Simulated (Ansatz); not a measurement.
Cost and result for the atomization energy of `CO[Si](F)(Cl)[SeH]` (10 atoms, 9 bonds).

```xyz
10

C    -1.067    1.290    0.368
O    -0.100    0.870   -0.580
Si    0.872   -0.409   -0.450
F     1.779   -0.325    0.851
Cl    2.120   -0.354   -2.044
Se   -0.364   -2.292   -0.318
H    -0.582    1.771    1.220
H    -1.721    2.009   -0.125
H    -1.667    0.448    0.726
H     0.730   -3.007    0.351
```

Charge 0, multiplicity 1. Correlated methods include outer-core shells of Se, which these sets cover unevenly. Scalar relativity is left out up to krypton. All single points use the PBE0-D4/def2-TZVP geometry. It is one conformer, not always the lowest. Program: Ansatz. All runs use 2 threads of an AMD EPYC 7R13 on a shared host and a share of an NVIDIA H100 80 GB. Times are those of one run each, without the atoms' runs, and a repeat can differ threefold. Electronic energies, without spin–orbit coupling; frozen cores. CCSD(T)/CBS adds CCSD(T) − MP2 in def2-TZVPP to the MP2 limit, and its time is that of the two runs behind it. T1 = 0.010. With those shells the extrapolation isn't a true limit. B3LYP takes the VWN-RPA correlation (the form of Gaussian; ORCA's B3LYP/G).

CCSD(T)/CBS is a level of theory with its own doubt, some kJ/mol a heavy atom from the limit and from the frozen cores, so smaller differences don't rank the functionals.

| level | functions | wall time | atomization (kJ/mol) | difference from CCSD(T)/CBS | per bond |
| --- | --- | --- | --- | --- | --- |
| PBE-D4/def2-TZVPP (with forces) | 281 | 4.5 s | 3783.7 | 39.7 | 4.4 |
| B2PLYP/def2-TZVPP | 281 | 5.5 s | 3666.5 | -77.5 | -8.6 |
| r2SCAN-D4/def2-TZVPP (with forces) | 281 | 6 s | 3742.1 | -1.9 | -0.2 |
| PBE0-D4/def2-TZVPP | 281 | 6 s | 3708.3 | -35.7 | -4.0 |
| B3LYP-D4/def2-TZVPP (with forces) | 281 | 7.5 s | 3696.1 | -47.9 | -5.3 |
| ωB97X-V/def2-TZVPP | 281 | 8.5 s | 3737.1 | -6.9 | -0.8 |
| MP2/def2-QZVPP | 520 | 10 s | 3800.4 | 56.4 | 6.3 |
| ωB97M-V/def2-TZVPP (with forces) | 281 | 12 s | 3730.1 | -13.9 | -1.5 |
| CCSD(T)/def2-TZVPP | 281 | 13 s | 3622.5 | -121.5 | -13.5 |
| CCSD(T)/CBS(def2) | – | 23 s | 3744.0 | 0.0 | 0.0 |

The D4 term adds +49.0 kJ/mol with B3LYP and +25.8 kJ/mol with PBE0; it sums over pairs of atoms, weighted by their polarisabilities, and B3LYP, whose exchange is more repulsive, gets the larger term. In def2-TZVPP, CCSD(T) changes the Hartree–Fock value by +939.7 kJ/mol (the triples alone add +63.9 kJ/mol) and MP2 by +1045.2 kJ/mol; breaking electron pairs costs correlation energy, which Hartree–Fock lacks. From PBE to PBE0 (25 % exact exchange), in def2-TZVPP and without D4, the atomization energy moves by −71.0 kJ/mol: exact exchange takes away binding that semilocal exchange gives to molecules.
